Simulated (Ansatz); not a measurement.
Cost and result for the atomization energy of C₃H₁₂BN, SMILES `C[B-](C)(C)[NH3+]` (17 atoms, 16 bonds).

Z-matrix (Å, degrees):
```
C
B 1 1.616
H 1 1.099 2 113.5
H 1 1.099 2 113.5 3 122.8
H 1 1.095 2 110.0 3 -118.6
C 2 1.616 1 113.9 3 -175.0
C 2 1.616 1 113.9 3 52.1
N 2 1.672 1 104.6 3 -61.4
H 6 1.099 2 113.5 1 52.1
H 6 1.099 2 113.5 1 174.9
H 6 1.095 2 110.0 1 -66.5
H 7 1.099 2 113.5 1 -175.0
H 7 1.095 2 110.0 1 66.4
H 7 1.099 2 113.5 1 -52.2
H 8 1.016 2 110.6 1 -60.0
H 8 1.016 2 110.6 1 60.0
H 8 1.016 2 110.6 1 180.0
```

The species carries charge 0 and has multiplicity 1. The geometry is a stationary point of PBE0-D4/def2-TZVP. It is one conformer, not always the lowest. Program: Ansatz. All runs use 4 threads of an Intel Xeon 6975P-C on a shared host. Times are those of one run each, without the atoms' runs, and a repeat can differ threefold. Electronic energies, without spin–orbit coupling; frozen cores. CCSD(T)/CBS adds CCSD(T) − MP2 in def2-TZVPP to the MP2 limit, and its time is that of the two runs behind it. T1 = 0.009. B3LYP takes the VWN-RPA correlation (the form of Gaussian; ORCA's B3LYP/G). HSE06 is the plane-wave form, built on full-range PBE exchange.

CCSD(T)/CBS is a level of theory with its own doubt, some kJ/mol a heavy atom from the limit and from the frozen cores, so smaller differences don't rank the functionals.

| level | functions | wall time | atomization (kcal/mol) | difference from CCSD(T)/CBS | per bond |
| --- | --- | --- | --- | --- | --- |
| PBE-D4/def2-TZVPP (with forces) | 323 | 2.1 s | 1539.3 | 23.0 | 1.4 |
| HSE06-D4/def2-TZVPP | 323 | 2.4 s | 1524.3 | 8.0 | 0.5 |
| CAM-B3LYP-D4/def2-TZVPP | 323 | 2.6 s | 1527.8 | 11.5 | 0.7 |
| r2SCANh-D4/def2-TZVPP | 323 | 3.1 s | 1514.9 | -1.4 | -0.1 |
| B3LYP-D4/def2-TZVPP (with forces) | 323 | 3.7 s | 1522.6 | 6.3 | 0.4 |
| CCSD(T)/def2-SVP | 130 | 4.2 s | 1453.7 | -62.6 | -3.9 |
| B2PLYP/def2-TZVPP | 323 | 4.4 s | 1504.4 | -11.9 | -0.7 |
| B97M-V/def2-TZVPP | 323 | 5 s | 1520.9 | 4.6 | 0.3 |
| ωB97X-V/def2-TZVPP | 323 | 5.5 s | 1518.7 | 2.4 | 0.1 |
| ωB97M-V/def2-TZVPP (with forces) | 323 | 7.5 s | 1523.5 | 7.2 | 0.4 |
| MP2/def2-QZVPP | 645 | 25 s | 1511.4 | -4.9 | -0.3 |
| CCSD(T)/def2-TZVPP | 323 | 3.6 min | 1484.8 | -31.5 | -2.0 |
| CCSD(T)/CBS(def2) | – | 4 min | 1516.3 | 0.0 | 0.0 |

From PBE to PBE0 (25 % exact exchange), in def2-TZVPP and without D4, the atomization energy moves by −14.6 kcal/mol: exact exchange takes away binding that semilocal exchange gives to molecules. The D4 term adds +12.0 kcal/mol with B3LYP and +6.4 kcal/mol with PBE0; it sums over pairs of atoms, weighted by their polarisabilities, and B3LYP, whose exchange is more repulsive, gets the larger term. At CCSD(T), def2-SVP lies −62.7 kcal/mol from the extrapolated value and def2-TZVPP −31.6 kcal/mol: correlation converges slowly with the basis, and small sets miss more of it in the bonded molecule than in its fragments.
